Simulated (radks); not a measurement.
Values are calculated unless marked as measured or tabulated.
How relativity changes the ionisation of the bismuth ion Bi+ ([Hg] 6p2) to Bi2+ ([Hg] 6p1). Spin-unpolarised spherical Kohn-Sham, PBE, point nucleus unless stated (finite: rms radius 5.5211 fm), a radial shooting solver on a logarithmic mesh with Libxc functionals. A level marked "c x" has the speed of light scaled by that factor and shares open shells by 2j + 1; other Dirac levels either fill j = l - 1/2 first or share by 2j + 1.

[
 {"level": "non-rel.", "E(Bi+) (hartree)": "-20098.9685", "E(Bi2+) (hartree)": "-20098.4103", "IE (eV)": "15.189", "HOMO": "6p", "<r> HOMO (bohr)": "2.867"},
 {"level": "scalar-rel.", "E(Bi+) (hartree)": "-21530.4806", "E(Bi2+) (hartree)": "-21529.9202", "IE (eV)": "15.247", "HOMO": "6p", "<r> HOMO (bohr)": "2.801"},
 {"level": "scalar-rel., finite nucleus", "E(Bi+) (hartree)": "-21523.9788", "E(Bi2+) (hartree)": "-21523.4184", "IE (eV)": "15.250", "HOMO": "6p", "<r> HOMO (bohr)": "2.800"},
 {"level": "Dirac, 2j+1 shares", "E(Bi+) (hartree)": "-21581.1648", "E(Bi2+) (hartree)": "-21580.5979", "IE (eV)": "15.425", "HOMO": "6p3/2", "<r> HOMO (bohr)": "2.898"},
 {"level": "Dirac, low j first", "E(Bi+) (hartree)": "-21581.2760", "E(Bi2+) (hartree)": "-21580.6640", "IE (eV)": "16.653", "HOMO": "6p1/2", "<r> HOMO (bohr)": "2.601"},
 {"level": "Dirac, 2j+1 shares, finite nucleus", "E(Bi+) (hartree)": "-21574.5748", "E(Bi2+) (hartree)": "-21574.0078", "IE (eV)": "15.428", "HOMO": "6p3/2", "<r> HOMO (bohr)": "2.898"},
 {"level": "Dirac, c x 0.75", "E(Bi+) (hartree)": "-23406.5808", "E(Bi2+) (hartree)": "-23405.9920", "IE (eV)": "16.022", "HOMO": "6p3/2", "<r> HOMO (bohr)": "2.959"},
 {"level": "Dirac, c x 2", "E(Bi+) (hartree)": "-20416.1904", "E(Bi2+) (hartree)": "-20415.6309", "IE (eV)": "15.225", "HOMO": "6p3/2", "<r> HOMO (bohr)": "2.872"},
 {"level": "Dirac, c x 100", "E(Bi+) (hartree)": "-20099.0900", "E(Bi2+) (hartree)": "-20098.5318", "IE (eV)": "15.189", "HOMO": "6p3/2", "<r> HOMO (bohr)": "2.867"}
]

NIST Atomic Spectra Database: 16.703 eV (measured). The relativistic part of the total energy of Bi+ is -1476 hartree (Dirac, 2j+1 shares, finite nucleus), 7.3 % of the non-relativistic value. Spin polarisation and multiplet splitting of open shells are left out at every level.

Beside tabulated values, note that relativity, absent from the non-relativistic runs, is large for the heavy elements, and spin-unpolarised runs miss the spin-polarisation part of the exchange energy of open shells, and scalar-relativistic runs lack spin-orbit coupling.
